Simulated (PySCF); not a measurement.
(Z)-1-bromo-2-chloro-1,2-difluoroethene (C₂BrClF₂), SMILES Cl/C(F)=C(\Br)F.

Geometry: TPSSh-D3(BJ)/def2-SVP.

All values below come from PySCF with TPSSh-D3(BJ)/def2-SVP.

Frequencies are harmonic and unscaled.

```
mode  ν (cm⁻¹)  IR (km/mol)  Raman (Å⁴/amu)  depolarisation  moving atoms (share of kinetic energy)
----  --------  -----------  --------------  --------------  --------------------------------------
1          136          0.0             0.0               –                         F 74 %, Cl 15 %
2          138          0.7             1.6            0.55                 Cl 53 %, Br 32 %, F 9 %
3          310          2.7             1.7            0.67                                  F 92 %
4          333          0.1             0.7            0.75                          C 80 %, F 16 %
5          346          0.4             2.1            0.43                F 46 %, Br 33 %, Cl 15 %
6          402          0.0             2.0            0.75                 F 58 %, C 28 %, Cl 11 %
7          522          1.5             8.9            0.15                 Cl 42 %, F 39 %, C 14 %
8          524          0.1             7.3            0.75                                  C 93 %
9          928        158.3             0.5            0.39                          C 77 %, F 17 %
10        1171        332.0             9.6            0.20                          C 67 %, F 32 %
11        1228         37.2             0.3            0.18                          C 73 %, F 26 %
12        1745         30.4            30.5            0.33                                  C 97 %
```
